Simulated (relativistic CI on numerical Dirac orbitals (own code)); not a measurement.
**Ni4+ in a cubic cluster: L2,3 absorption with charge transfer**

Computed with a charge-transfer multiplet model of a cubic metal-ligand cluster with up to 2 ligand holes, Slater and spin-orbit integrals from Dirac-Coulomb-Breit ions, Slater integrals scaled by 0.7. The ground state mixes d6 with configurations of k ligand holes L, whose averages lie at kΔ + k(k − 1)U_dd/2; a core hole lowers each added d electron by U_cd. 300 K, Lorentzian 0.4 eV and Gaussian 0.3 eV FWHM.

Atomic integrals in eV (Slater integrals scaled, ζ unscaled), ground: F2dd 9.934, F4dd 6.234, zeta_d 0.099; with the core hole: F2dd 10.444, F4dd 6.555, zeta_d 0.124, zeta_core 11.400, F2cd 6.313, G1cd 4.879, G3cd 2.777.

Cluster parameters (eV): Δ = 0.5, U_dd = 7.7, 10Dq = 0.7, 10Dq(ligand) = 1, V(eg) = 3.2, V(t2g) = -1.68, final-state hopping factor = 0.8.

```tsv
Case	n_d	d6	d7L	d8L2	S
U_cd = 7.3 eV	6.80	0.32	0.56	0.12	0.15
U_cd = 7.9 eV	6.80	0.32	0.56	0.12	0.15
U_cd = 9.1 eV	6.80	0.32	0.56	0.12	0.15
U_cd = 9.7 eV	6.80	0.32	0.56	0.12	0.15
U_cd = 10.3 eV	6.80	0.32	0.56	0.12	0.15
```

Weights, n_d and S are thermal averages at 300 K. Photon energies count from the first peak over 30 % of the highest in each spectrum, which can be another peak from case to case. The parameters are a model scan and need not match a compound or its usual spin state. Peaks in eV (height, largest 100):
- U_cd = 7.3 eV: -1.7 (9), 0.0 (100), 1.7 (51), 3.6 (11), 17.0 (39), 18.0 (28)
- U_cd = 7.9 eV: -1.7 (9), 0.0 (100), 1.7 (46), 3.5 (12), 16.9 (40), 18.0 (27)
- U_cd = 9.1 eV: -1.6 (7), 0.0 (100), 1.7 (38), 3.4 (12), 17.0 (40), 18.1 (23)
- U_cd = 9.7 eV: -1.6 (7), 0.0 (100), 1.7 (37), 3.3 (13), 17.0 (41), 18.1 (21)
- U_cd = 10.3 eV: -1.5 (7), 0.0 (100), 1.7 (35), 3.4 (12), 17.1 (41), 18.2 (20)

Curve for U_cd = 9.1 eV (points under 2 left out, the grid thinned):

| E (eV) | Intensity |
| --- | --- |
| -2.3 | 2.1 |
| -2.0 | 3.7 |
| -1.7 | 6.9 |
| -1.5 | 7.3 |
| -1.2 | 7.8 |
| -0.9 | 14.1 |
| -0.6 | 26.5 |
| -0.3 | 58.9 |
| 0.0 | 100.0 |
| 0.2 | 78.7 |
| 0.5 | 45.1 |
| 0.8 | 31.0 |
| 1.1 | 21.7 |
| 1.4 | 27.7 |
| 1.6 | 36.5 |
| 1.9 | 31.9 |
| 2.2 | 16.2 |
| 2.5 | 8.6 |
| 2.8 | 7.6 |
| 3.1 | 10.2 |
| 3.3 | 12.0 |
| 3.6 | 11.2 |
| 3.9 | 7.6 |
| 4.2 | 5.3 |
| 4.5 | 3.9 |
| 4.7 | 3.4 |
| 5.0 | 2.7 |
| 5.3 | 2.1 |
| 16.1 | 3.1 |
| 16.4 | 6.6 |
| 16.7 | 18.8 |
| 16.9 | 35.5 |
| 17.2 | 31.4 |
| 17.5 | 14.0 |
| 17.8 | 15.0 |
| 18.1 | 22.5 |
| 18.3 | 18.0 |
| 18.6 | 8.5 |
| 18.9 | 3.9 |
| 19.2 | 2.6 |
| 19.5 | 2.5 |
| 19.8 | 2.1 |
| 20.7 | 2.2 |
| 21.0 | 2.4 |
| 21.3 | 2.0 |

For the case U_cd = 9.1 eV, Δ = 0.5 eV is smaller than U_dd = 7.7 eV, the charge-transfer side of the Zaanen-Sawatzky-Allen scheme. With the core hole the configuration with one ligand hole lies at Δ + U_dd − U_cd = 0.9, 0.3, -0.9, -1.5, -2.1 eV from the one without, in the order of the table; where this is negative the screened configuration lies lower, though the effective hopping of about 4.5 eV (from the holes of the mixed ground state) mixes the two strongly wherever it is as large as the gap.

With at most 2 ligand holes the space is cut while the next configuration still counts, so covalency is underestimated, and a final configuration with one more ligand hole, which can lie low, is missing from the spectra.
